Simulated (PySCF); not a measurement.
A PySCF script (with the pyscf-properties extension) for the NMR shieldings of SMILES C1[C@H]2[C@H](C3CCCC3)[C@H]2C1, C10H16, on a GFN2-xTB geometry:

```python
import basis_set_exchange as bse
import numpy as np
from pyscf import gto, dft
from pyscf.prop import nmr

atoms = """
C    -2.887894   -0.451371    0.425146
C    -2.550974    0.968536   -0.016610
C    -1.479117    0.744155   -1.079332
C    -0.632859   -0.430883   -0.548496
C     0.661895    0.056111    0.062227
C     1.804698   -0.907909    0.182654
C     2.929927   -0.265100    0.983717
C     2.986304    0.880975   -0.049331
C     1.859909    0.212061   -0.826693
C    -1.521098   -1.134267    0.503093
H    -3.507394   -0.933466   -0.332921
H    -3.421789   -0.484089    1.373917
H    -2.137824    1.530531    0.822397
H    -3.415258    1.508648   -0.400940
H    -0.869985    1.630126   -1.253620
H    -1.953684    0.466602   -2.021553
H    -0.389960   -1.117155   -1.363945
H     0.521081    0.780832    0.857747
H     1.683562   -1.968357    0.032991
H     2.667130    0.023040    2.002215
H     3.839620   -0.861091    1.007912
H     3.926555    0.916617   -0.595277
H     2.758567    1.877319    0.331018
H     1.790686    0.178521   -1.901798
H    -1.591918   -2.206055    0.323242
H    -1.091227   -0.991714    1.495514
"""
names = dict.fromkeys(["C", "H"], "pcSseg-1")
basis = {el: gto.basis.parse(bse.get_basis(n, elements=[el], fmt="nwchem")) for el, n in names.items()}
mol = gto.M(atom=atoms, basis=basis, charge=0, verbose=0)
mf = dft.RKS(mol, xc="PBE0")
mf.grids.level = 2
mf.grids.alignment = dft.numint.BLKSIZE   # the property module wants whole blocks of grid points
mf.conv_tol = 1e-9
mf.kernel()

calc = nmr.RKS(mf)   # GIAO
C = mf.mo_coeff
Co = C[:, mf.mo_occ > 0]
resp = mf.gen_response(singlet=True, hermi=2)
def vind(x):   # induced exchange potential for any number of trial vectors
    d = np.einsum("pi,xij,qj->xpq", C, 2 * x.reshape(-1, C.shape[1], Co.shape[1]), Co, optimize=True)
    return np.einsum("xpq,pi,qj->xij", resp(d - d.transpose(0, 2, 1)), C, Co, optimize=True).ravel()
mo1, _ = nmr.rhf.solve_mo1(calc, with_cphf=vind)
sigma = calc.kernel(mo1)
for i, s in enumerate(sigma):   # ppm
    print("%2d %-2s %9.2f" % (i, mol.atom_pure_symbol(i), np.trace(s) / 3))
```

Task: What does it print?

Result: 
```
 0 C     155.18
 1 C     157.10
 2 C     149.70
 3 C     145.28
 4 C     145.30
 5 C     164.04
 6 C     162.11
 7 C     162.24
 8 C     163.49
 9 C     150.99
10 H      30.38
11 H      29.85
12 H      30.16
13 H      30.01
14 H      29.95
15 H      30.02
16 H      30.76
17 H      31.25
18 H      30.38
19 H      30.31
20 H      29.64
21 H      29.66
22 H      30.32
23 H      30.37
24 H      29.63
25 H      30.26
```

These numbers come from an equivalent density-fitted implementation of the same equations, which agrees with the script to about 0.01 ppm for H and up to a few tenths of a ppm for heavy atoms, so last digits may differ.

Size and cost of the density-fitted run: 250 basis functions, 2 min wall time on 1 thread of an Arm Neoverse N1, shared host; peak memory 1.2 GiB.
